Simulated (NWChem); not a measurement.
Species: WNHOClF; SMILES [W]([F])([Cl])(=[O])=[NH]

Computed with NWChem. Coordinates come from a PBE0/def2-SVP optimisation. def2 effective core potentials on W; no spin-orbit coupling.

**Question.** Estimate the computed values for BLYP/def2-SVP. Quantities: highest occupied level (eV); orbital gap (eV); dipole (D).

**Answer.** 
| Quantity | Value |
|---|---|
| highest occupied level (eV) | -7.06 |
| orbital gap (eV) | 4.21 |
| dipole (D) | 1.49 |
